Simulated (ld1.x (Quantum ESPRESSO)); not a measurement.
## Be (Z = 4), TM: configuration errors across variants

Be, norm-conserving Troullier–Martins (Kleinman–Bylander form), made with ld1.x (Quantum ESPRESSO) 7.5 (PBE, scalar-relativistic). Core none, reference 1s2 2s2 2p0. Waves: 1s (bound): rc 0.45 bohr; 2p (bound, empty): rc 4.20 bohr; 3d channel at 0.3 Ry: rc 4.05 bohr. Local part: all-electron potential smoothed inside 3.20 bohr (lloc = -1). Core correction: none.

Occupied shells without a wave of their own: 2s. They enter only through the test configuration that unscreens the potential.

All-electron excitation energies from the reference (eV): (1) 1s2 2s1 2p0 9.551; (2) 1s2 2s0 2p0 27.499; (3) 1s2 2s1.5 2p0 3.761; (4) 1s2 2s0 2p1 13.460; (5) 1s2 2s1 2p1 3.612; (6) 1s1 2s2 2p0 128.282; (7) 1s2 2s0 2p2 7.251.

For the base: The 2s level has no wave, so the channel is fitted at the deeper level alone: the likely source of the large errors.

Tests that are not counted but printed errors over 1 eV. “all radii scaled by about 1.40 (s 0.62, p 5.88, d 5.66 bohr); local potential all-electron potential smoothed inside 4.48 bohr (lloc = -1)”: 1s2 2s1 2p1 (solver errors, printed error -1.7 eV).

The file “base” misses its own reference levels by 1.7 eV. The file “all radii scaled by about 0.77 (s 0.34, p 3.22, d 3.10 bohr); local potential all-electron potential smoothed inside 2.46 bohr (lloc = -1)” misses its own reference levels by 1.1 eV. The file “all radii scaled by about 0.86 (s 0.38, p 3.62, d 3.48 bohr); local potential all-electron potential smoothed inside 2.76 bohr (lloc = -1)” misses its own reference levels by 1.4 eV. The file “all radii scaled by about 0.94 (s 0.42, p 3.96, d 3.82 bohr); local potential all-electron potential smoothed inside 3.02 bohr (lloc = -1)” misses its own reference levels by 1.6 eV. The file “all radii scaled by about 1.09 (s 0.50, p 4.58, d 4.42 bohr); local potential all-electron potential smoothed inside 3.48 bohr (lloc = -1)” misses its own reference levels by 1.9 eV. The file “all radii scaled by about 1.17 (s 0.52, p 4.94, d 4.76 bohr); local potential all-electron potential smoothed inside 3.76 bohr (lloc = -1)” misses its own reference levels by 2.0 eV. The file “all radii scaled by about 1.40 (s 0.62, p 5.88, d 5.66 bohr); local potential all-electron potential smoothed inside 4.48 bohr (lloc = -1)” misses its own reference levels by 4.4 eV.

Errors AE − PS in meV (a dash: test not solved or not reliable):

| change | (1) | (2) | (3) | (4) | (5) | (6) | (7) | bound ghosts |
| --- | --- | --- | --- | --- | --- | --- | --- | --- |
| base | +2453 | +6489 | +1044 | +4615 | +1758 | -910 | +3549 | none |
| all radii scaled by about 0.77 (s 0.34, p 3.22, d 3.10 bohr); local potential all-electron potential smoothed inside 2.46 bohr (lloc = -1) | +1535 | +4103 | +653 | +2937 | +1109 | -936 | +2252 | not determined |
| all radii scaled by about 0.86 (s 0.38, p 3.62, d 3.48 bohr); local potential all-electron potential smoothed inside 2.76 bohr (lloc = -1) | +1985 | +5273 | +845 | +3769 | +1429 | -960 | +2893 | none |
| all radii scaled by about 0.94 (s 0.42, p 3.96, d 3.82 bohr); local potential all-electron potential smoothed inside 3.02 bohr (lloc = -1) | +2322 | +6148 | +989 | +4383 | +1667 | -945 | +3367 | none |
| all radii scaled by about 1.09 (s 0.50, p 4.58, d 4.42 bohr); local potential all-electron potential smoothed inside 3.48 bohr (lloc = -1) | +2626 | +6939 | +1118 | +4915 | +1878 | -840 | +3788 | none |
| all radii scaled by about 1.17 (s 0.52, p 4.94, d 4.76 bohr); local potential all-electron potential smoothed inside 3.76 bohr (lloc = -1) | +2881 | +7600 | +1226 | +5366 | +2056 | -821 | +4142 | none |
| all radii scaled by about 1.40 (s 0.62, p 5.88, d 5.66 bohr); local potential all-electron potential smoothed inside 4.48 bohr (lloc = -1) | +6739 | +18451 | -628 | +13071 | – | -2746 | +9534 | not determined |

Give the same row for: all radii scaled by about 1.28 (s 0.58, p 5.36, d 5.16 bohr); local potential all-electron potential smoothed inside 4.08 bohr (lloc = -1).

+3586, +9414, +1526, +6647, +2544, -610, +5112; bound ghosts: none.
